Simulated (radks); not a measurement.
Valence configurations of the iron ion Fe+ (all share [Ar]). Calculated with a radial shooting solver on a logarithmic mesh with Libxc functionals: scalar-relativistic Kohn-Sham, PBEsol, spin-polarised, spherical densities, point nucleus; open shells are filled with parallel spins first. Energies are relative to 3d6 4s1; eigenvalues in eV for spin up.

\begin{tabular}{lrrrrr}
valence & E (eV) & moment (Bohr magnetons) & e(3d) & e(4p) & e(4s) \\ \hline
3d6 4s1 & 0.000 & 5 & -17.373 & - & -13.103 \\
3d5 4s1 4p1 & 7.140 & 7 & -24.610 & -9.899 & -15.829 \\
3d6 4p1 & 5.284 & 5 & -18.730 & -8.605 & - \\
3d6.5 4s0.5 & 0.112 & 4 & -14.801 & - & -12.094 \\
3d6 4s0.5 4p0.5 & 2.636 & 5 & -18.059 & -8.232 & -13.518 \\
3d7 & 0.558 & 3 & -12.497 & - & - \\
3d5 4s2 & 3.601 & 5 & -23.376 & - & -14.544 \\
3d4 4s1 4p2 & 24.647 & 7 & -32.186 & -11.766 & -18.344 \\
3d5 4p2 & 13.102 & 7 & -25.888 & -10.529 & - \\
3d4 4s0.5 4p2.5 & 27.945 & 7 & -32.784 & -12.042 & -18.653 \\
\end{tabular}

NIST lists [Ar] 3d6 4s1 as the ground configuration; this level of theory agrees among the configurations tried. The energies are those of spherical high-spin densities, not of single terms.
